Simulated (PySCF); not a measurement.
These are B3LYP-D3(BJ)/def2-TZVP in PySCF values and carry that method's errors. Gas-phase values, no solvent. One relaxed conformer stands for a flexible species; it need not be the lowest. B3LYP has the VWN-RPA correlation part, as in Gaussian. 

Reference species (SMILES): `C=B[SiH3]` (neutral, multiplicity 1).

```
Item              Value
-------------  --------
HOMO           -6.53 eV
HOMO–LUMO gap   4.40 eV
```

Changed species: `C=[SiH]B`.

Question: What does the change do to the HOMO and HOMO–LUMO gap?

Answer: the HOMO decreases by 0.11 eV, to -6.64 eV; the HOMO–LUMO gap decreases by 0.89 eV, to 3.51 eV.
